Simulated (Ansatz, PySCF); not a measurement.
Species: SiH$_{2}$F, charge 0, doublet. SiH2F (SMILES F[SiH2], doublet).
B3LYP-D3(BJ)/def2-TZVP minimum from Ansatz (a quantum-chemistry and plane-wave program):
```
Si
F 1 1.6108
H 1 1.4871 2 107.72
H 1 1.4871 3 111.30 2 -117.87
```
Charge 0, spin multiplicity 2.

Atomisation energy term by term, kcal/mol (programs: Ansatz). Open shells are spin-unrestricted; no spin-orbit coupling. Correlated methods leave the cores frozen. Rows without X2C or -DK are non-relativistic. CBS(X,Y): correlation extrapolated as X^-3, Hartree-Fock from the larger set (Q,5: extrapolated as (X+1)exp(-9√X)). A bracket is a step between two methods taken in the basis named. '+ core + X2C': CCSD(T) terms for core correlation (cc-pwCVTZ, 1s frozen past Ne) and scalar relativity (cc-pVTZ-DK). Where a partner has so few electrons that a lower coupled-cluster level is exact, that level stands in.

```tsv
term	basis	kcal/mol
Hartree-Fock	CBS(cc-pV(Q+d)Z,cc-pV(5+d)Z)	217.50
CCSD correlation	CBS(cc-pV(Q+d)Z,cc-pV(5+d)Z)	62.99
(T)	CBS(cc-pV(Q+d)Z,cc-pV(5+d)Z)	3.28
CCSDT(Q) - CCSD(T)	cc-pV(T+d)Z	-0.08
CCSDTQ - CCSDT(Q)	cc-pV(D+d)Z	-0.04
core correlation	cc-pwCVTZ	-0.30
scalar relativity	X2C, cc-pVTZ-DK	-0.82
minus zero-point energy	harmonic, PySCF's Hessian at B3LYP-D3(BJ)/def2-TZVP	-10.95
sum: D0		271.6
```

The step beyond CCSD(T) by other levels: CCSDTQ in cc-pV(D+d)Z 0.25; CCSDT(Q) in cc-pV(D+d)Z 0.29 kcal/mol.
